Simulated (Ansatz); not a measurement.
Gas-phase electronic energies from Ansatz, PBE0-D4/def2-TZVP geometries. CCSD(T)/CBS adds triple-zeta CCSD(T) − MP2 to the extrapolated MP2 energy (def2 sets, frozen cores). Functionals use def2-TZVPP. Elements past krypton have def2 core potentials. For Ge, Sn outer-core shells are correlated without core-valence functions, which leaves a few kJ/mol of doubt a bond. Scalar relativity is left out up to krypton. One conformer a species, not always the lowest.

`[F][GeH2][F]` + `C[O][SnH]([SH])[O]C` → `C[O][GeH]([F])[F]` + `C[O][SnH2][SH]`  (redistribution)

`[F][GeH2][F]`:

```xyz
5

F     1.164    1.179   -0.084
Ge    0.012   -0.104   -0.039
F    -1.374    0.568    0.736
H     0.569   -1.203    0.864
H    -0.371   -0.441   -1.478
```

`C[O][SnH]([SH])[O]C`:

Z-matrix (Å, degrees):
```
C
O 1 1.409
H 1 1.097 2 112.5
H 1 1.093 2 108.0 3 119.1
H 1 1.098 2 112.3 3 -122.2
Sn 2 1.959 1 119.8 3 55.3
O 6 1.956 2 106.5 1 -53.0
S 6 2.379 2 101.3 1 -170.1
H 6 1.698 2 114.5 1 62.5
C 7 1.409 6 120.2 2 -62.6
H 8 1.346 6 89.8 2 10.7
H 10 1.098 7 112.1 6 67.3
H 10 1.093 7 108.0 6 -173.7
H 10 1.097 7 112.4 6 -54.6
```

`C[O][GeH]([F])[F]`:

Cartesian coordinates in Å:
```
C 0.697 0.450 1.128
O 0.629 0.565 -0.286
Ge -0.555 -0.322 -1.198
F -2.127 0.059 -0.609
F -0.394 -2.002 -0.853
H 1.509 1.095 1.465
H 0.912 -0.577 1.436
H -0.233 0.778 1.601
H -0.437 -0.047 -2.685
```

`C[O][SnH2][SH]`:

Z-matrix (Å, degrees):
```
C
O 1 1.404
H 1 1.094 2 108.3
H 1 1.099 2 112.4 3 -118.8
H 1 1.100 2 112.9 3 118.9
Sn 2 1.966 1 119.3 3 -168.5
S 6 2.383 2 105.6 1 159.6
H 6 1.710 2 105.6 1 39.7
H 6 1.704 2 109.8 1 -84.8
H 7 1.344 6 93.2 2 -67.0
```

Q: Is it downhill or uphill in electronic energy at CCSD(T)/CBS, and by how much? (Estimate.)

A: Ansatz gave: Downhill: ΔE = -12.4 kJ/mol.

Q: What do these levels give: PBE-D4, ωB97M-V, PBE, r2SCAN, HF/def2-TZVPP, MP2/def2-TZVPP, CCSD/def2-TZVPP, HF/def2-QZVPP, MP2/def2-QZVPP, HF/CBS(def2), MP2/CBS(def2), CCSD/CBS(def2)? (Best estimate.)

A: The calculation gave: PBE-D4 -12.0, ωB97M-V -18.7, PBE -15.0, r2SCAN -18.0, HF/def2-TZVPP -31.6, MP2/def2-TZVPP -18.7, CCSD/def2-TZVPP -23.6, HF/def2-QZVPP -30.4, MP2/def2-QZVPP -13.4, HF/CBS(def2) -30.3, MP2/CBS(def2) -10.2, CCSD/CBS(def2) -15.1 kJ/mol.

Largest T1 diagnostic among the species: 0.014.

From PBE to PBE0 (25 % exact exchange), in def2-TZVPP and without D4, ΔE moves by −5.9 kJ/mol. The D4 term adds +4.3 kJ/mol with B3LYP and +2.9 kJ/mol with PBE0; it sums over pairs of atoms, weighted by their polarisabilities, and B3LYP, whose exchange is more repulsive, gets the larger term. In def2-TZVPP, CCSD(T) changes the Hartree–Fock value by +10.7 kJ/mol (the triples alone add +2.7 kJ/mol) and MP2 by +13.0 kJ/mol.

B3LYP here is the variant with VWN-RPA as its local correlation; programs differ in this.
